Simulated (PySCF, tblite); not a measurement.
Species: C₂H₁₀F₂Si₃.
Geometry (GFN2-xTB, Å), atoms numbered from 1 in this order:
```
atom  x, y, z in Å
F1    -1.3945   -1.1152    1.9236
Si2   -0.6597    0.3147    1.7766
C3    -0.2901    0.4913   -0.0935
F4     0.5158    1.6602   -0.2271
Si5   -1.8651    0.8561   -1.1496
C6     0.4924   -0.6804   -0.6857
Si7    2.2924   -0.8751   -0.0824
H8     0.5310    0.2438    2.6042
H9    -1.6383    1.2938    2.2217
H10   -2.7400   -0.3125   -1.0776
H11   -1.4163    1.0886   -2.5226
H12   -2.5166    2.0504   -0.6146
H13    0.5179   -0.5764   -1.7749
H14   -0.0694   -1.5918   -0.4753
H15    2.3063   -1.3504    1.3045
H16    3.0067    0.3940   -0.1895
H17    2.9205   -1.8790   -0.9477
```

The calculation used PBE0/def2-SVPD in PySCF (dipole) on a GFN2-xTB geometry, gas phase.

Masses are those of the commonest isotopes; rigid-rotor values at the optimised geometry. The values belong to one conformer with, in the numbering `[F:1][SiH2:2][C@:3]([F:4])([SiH3:5])[CH2:6][SiH3:7]`, F1–Si2–C3–F4 -172°, Si2–C3–C6–Si7 -67°.

Question: What are A, B and C (cm⁻¹)?

Answer: Ia = 334.51, Ib = 458.23, Ic = 617.69 u·Å²; 505379 MHz·u·Å²/I gives 1511, 1103 and 818.2 MHz, that is A = 0.05039, B = 0.03679, C = 0.02729 cm⁻¹.

Question: What kind of rotor is it?

Answer: An asymmetric top. Ray's parameter κ = (2B − A − C)/(A − C) = -0.178; −1 is the prolate and +1 the oblate limit.

Question: Is it planar, by Δ = Ic − Ia − Ib?

Answer: Not planar: Δ = Ic − Ia − Ib = -175.06 u·Å². For a rigid frame Δ = −2 Σ m c², so Σ m c² = 87.53 u·Å² lies off the ab plane: 14.54 from hydrogen and 72.99 from heavier atoms. The atom farthest from that plane is 1.72 Å away.

Question: Give the other two planar moments, Paa and Pbb, and the rms extents of the mass along the axes.

Answer: Paa = Σ m a² = (Ib + Ic − Ia)/2 = 370.71 and Pbb = Σ m b² = (Ia + Ic − Ib)/2 = 246.98 u·Å². With the mass M = 156.01 u, the rms extents √(P/M) along a, b and c are 1.54, 1.26, 0.75 Å.

Question: Where do the levels up to J = 5 lie, in K?

Answer: Above 0(0,0), as E/k:
J = 1: 1(0,1) 0.092, 1(1,1) 0.112, 1(1,0) 0.125
J = 2: 2(0,2) 0.272, 2(1,2) 0.283, 2(1,1) 0.323, 2(2,1) 0.382, 2(2,0) 0.387
J = 3: 3(0,3) 0.531, 3(1,3) 0.536, 3(1,2) 0.617, 3(2,2) 0.659, 3(2,1) 0.681, 3(3,1) 0.794, 3(3,0) 0.795
J = 4: 4(0,4) 0.868, 4(1,4) 0.870, 4(1,3) 0.998, 4(2,3) 1.024, 4(2,2) 1.077, 4(3,2) 1.170, 4(3,1) 1.178, 4(4,1) 1.349, 4(4,0) 1.349
J = 5: 5(0,5) 1.283, 5(1,5) 1.283, 5(1,4) 1.461, 5(2,4) 1.473, 5(2,3) 1.571, 5(3,3) 1.639, 5(3,2) 1.666, 5(4,2) 1.821, 5(4,1) 1.823, 5(5,1) 2.048, 5(5,0) 2.048

Question: Which types of transition are allowed, and where do some lines up to J = 2 fall?

Answer: The dipole components are |μa| = 0.21 D, |μb| = 0.41 D, |μc| = 0.35 D. The squared components, which scale the intensities, stand as 0.26 : 1.00 : 0.73 (a : b : c). Some lines, for components of 0.1 D or more:

| type | branch | J(Ka,Kc) | MHz | lower level (cm⁻¹) |
| --- | --- | --- | --- | --- |
| c | Q | 1(1,1) ← 1(0,1) | 408 | 0.064 |
| b | Q | 1(1,0) ← 1(0,1) | 693 | 0.064 |
| a | Q | 2(1,1) ← 2(1,2) | 854 | 0.196 |
| a | R | 1(0,1) ← 0(0,0) | 1921 | 0.000 |
| b | Q | 2(2,1) ← 2(1,2) | 2078 | 0.196 |
| b | R | 1(1,1) ← 0(0,0) | 2329 | 0.000 |
| c | R | 1(1,0) ← 0(0,0) | 2614 | 0.000 |
| a | R | 2(0,2) ← 1(0,1) | 3737 | 0.064 |
| b | R | 2(1,2) ← 1(0,1) | 3965 | 0.064 |
| a | R | 2(1,1) ← 1(1,0) | 4127 | 0.087 |
| b | R | 2(2,1) ← 1(1,0) | 5351 | 0.087 |
| c | R | 2(2,0) ← 1(1,0) | 5456 | 0.087 |
| c | R | 2(2,1) ← 1(1,1) | 5635 | 0.078 |

Question: Estimate the classical rotational partition function at 100 K, 200 K and 298.15 K.

Answer: Point group C1, symmetry number σ = 1; q = (√π/σ)·√((kT/h)³/(ABC)), k/h = 20836.6 MHz/K: 144000 at 100 K, 408000 at 200 K, 743000 at 298.15 K.

Its GFN2-xTB frequencies are all real (lowest 19 cm⁻¹). Zero-point vibration and centrifugal distortion are left out. A rigid rotor knows nothing of internal rotation, which can split or shift real lines.
